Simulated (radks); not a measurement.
Results of a calculation; reference values are marked as such.
Q: The mean radii <r> (bohr) of the occupied orbitals of an atom or ion are listed with their occupations. Code: a radial shooting solver on a logarithmic mesh with Libxc functionals. Model: Dirac Kohn-Sham, PBEsol, spin-unpolarised, spherical densities, finite nucleus; Fermi nuclear charge, rms radius of each element as measured or else 0.836 A^(1/3) + 0.57 fm.

orbital  occ.      <r>
1s1/2       2  0.01835
2s1/2       2  0.07697
2p1/2       2  0.06366
2p3/2       4  0.07162
3s1/2       2   0.2006
3p1/2       2   0.1906
3p3/2       4   0.2054
3d3/2       4   0.1797
3d5/2       6   0.1842
4s1/2       2   0.4496
4p1/2       2   0.4547
4p3/2       4   0.4880
4d3/2       4   0.5048
4d5/2       6   0.5162
5s1/2       2    1.062
5p1/2       2    1.163
5p3/2       3    1.260
4f5/2       6   0.6001
4f7/2       8   0.6094
5d3/2       4    1.716
6d3/2       1    4.945

Name the element and its charge. Open shells, if any, fill j = l - 1/2 first.

A: Z = 74, tungsten, charge +2: W2+ in [Kr] 4d10 4f14 5s2 5p5 5d4 6d1. The 1s radius gives Z: for a bare nucleus <r> = (2 gamma + 1)/(2Z) with gamma = sqrt(1 - (Z/c)^2), 0.01813 bohr for Z = 74, and screening makes it slightly larger (0.01835 here). The occupations add up to 72, and the charge is Z minus that.
